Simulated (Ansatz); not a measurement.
`C=NBI` + `CF` → `FCBI` + `C=N` at 298.15 K and 1 bar (formal exchange of groups at a B–N bond).

Calculated with Ansatz (gas phase, PBE0-D4/def2-TZVP geometries, no zero-point term in ΔE). CBS: MP2 limit from def2 TZ/QZ plus the TZ coupled-cluster correction, frozen cores. This one scheme is used for every species. def2 core potentials past Kr. For I outer-core shells are correlated without core-valence functions, which leaves a few kJ/mol of doubt a bond. Each species was taken in one conformer, which may not be the lowest.

```csv
species,CCSD(T)/CBS energy (Eh),H − E (kJ/mol),S (J/(mol·K))
`C=NBI`,-416.81780,131.3,315.8
`CF`,-139.63461,113.4,222.6
`FCBI`,-461.88901,126.6,317.2
`C=N`,-94.52360,115.3,227.0
```

H − E and S are ideal-gas, rigid-rotor, harmonic terms from PBE0-D4/def2-TZVP, for one conformer and one mirror image of each species. 1 Eh = 2625.50 kJ/mol, R = 8.31446 J/(mol·K).

Problem. By hand: ΔE, ΔH, ΔS and ΔG.

Solution. ΔE = (-461.88901) + (-94.52360) − (-416.81780) − (-139.63461) = 0.03980 Eh = 104.5 kJ/mol. Δ(H − E) = 126.6 + 115.3 − 131.3 − 113.4 = -2.8, so ΔH = 101.7 kJ/mol. ΔS = 317.2 + 227.0 − 315.8 − 222.6 = 5.8 J/(mol·K). ΔG = 101.7 − 298.15 × (5.8)/1000 = 100.0 kJ/mol.

Problem. By hand: the equilibrium constant, and the temperature at which ΔG would vanish if ΔH and ΔS stayed fixed.

Solution. log₁₀ K = −ΔG/(RT ln 10) = -17.5. ΔG = 0 at ΔH/ΔS = 17534 K, far beyond where these terms or the molecules hold.

The number of gas molecules stays the same, so ΔS is small and ΔH decides. A doubt of 5 kJ/mol in ΔE shifts log₁₀ K by 0.9 here. Other conformers and mirror images would add mixing entropy, several J/(mol·K) or more a flexible species. These are equilibria of isolated gas molecules and say nothing of rates. Largest T1 diagnostic: 0.013 (customary marks: 0.02 for closed shells, 0.045 for open ones).
